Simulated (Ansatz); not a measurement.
Total energies of (F2Ga-mu-PH2)2 (Ga2P2H4F4) from Ansatz at PBE-D4/def2-TZVP, gas phase (1 Eh = 27.2114 eV = 2625.5 kJ/mol). The reference geometry is relaxed at PBE-D4/def2-SVP.

| state | geometry | energy (Eh) |
| --- | --- | --- |
| charge 0 singlet | reference | -4933.36841 |
| charge 1 doublet | reference | -4933.00655 |
| free Ga atom (doublet) | – | -1924.51515 |
| free F atom (doublet) | – | -99.66912 |
| free P atom (quartet) | – | -341.10299 |
| free H atom (doublet) | – | -0.49962 |

Q: Work out the vertical ionisation energy to the doublet.

A: E(charge 1 doublet) − E(charge 0 singlet) = -4933.00655 − (-4933.36841) = 0.36186 Eh = 9.85 eV. For comparison, −ε of the highest occupied level is 7.37 eV at this level, 2.48 eV less.

Q: What is the binding energy per atom against free atoms?

A: Atoms: 2 × (-1924.51515) + 4 × (-99.66912) + 2 × (-341.10299) + 4 × (-0.49962) = -4931.91124 Eh. Binding: -4931.91124 − (-4933.36841) = 1.45717 Eh = 39.65 eV, or 3.30 eV for each of 12 atoms (no zero-point energy, no counterpoise term).
